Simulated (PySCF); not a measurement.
**Computed vibrations of [Nd(H2O)2]3+**

[Nd(H2O)2]3+ (singlet in the valence; each metal's 4f electrons, 3 of them, lie in its core potential, out of spins and levels). PySCF 2.14.0, RKS BP86, Nd lcecp-1-SVP with ECP49, O def2-SVP, H def2-SVP; non-relativistic Hamiltonian with scalar-relativistic core potentials where named; density fitting; no spin-orbit coupling. Central differences of gradients.

```xyz
7

Nd    0.0000    0.0000    0.0000
O     0.0000    0.0000    2.3332
H     0.5518    0.5518    2.9662
H    -0.5518   -0.5518    2.9662
O     0.0000    0.0000   -2.3332
H     0.5518   -0.5518   -2.9662
H    -0.5518    0.5518   -2.9662
```

Run from Python with OMP_NUM_THREADS=2. Where DIIS fails, smearing, a level shift and second-order steps follow.
It took 24 s on 2 threads of Arm Neoverse V2 (shared host).

Question: What are the harmonic wavenumbers and infrared intensities?

Answer: Modes are labelled in D2d; negative numbers are unstable modes, those under 60 cm⁻¹ near the noise; a finer grid moves soft modes by up to 10 cm⁻¹.
```csv
cm⁻¹,km/mol,symmetry
-64,–,e
-64,–,e
178,0.0,b1
395,0.0,a1
399,57.3,b2
614,54.7,e
614,54.7,e
702,406.5,e
702,406.5,e
1618,289.0,b2
1621,0.0,a1
3360,1495.5,b2
3377,0.0,a1
3392,434.7,e
3392,434.7,e
```

Question: Is this a minimum?

Answer: No: 2 unstable; the lowest moves the atoms so:
```
Nd   0.01  0.09  0.00
O   -0.02 -0.32  0.00
H   -0.01 -0.43  0.09
H   -0.01 -0.43 -0.09
O   -0.02 -0.32  0.00
H   -0.05 -0.44  0.08
H   -0.05 -0.44 -0.08
```

An lcecp potential fixes the number of 4f electrons, so in runs with it no electron can move into or out of that shell.
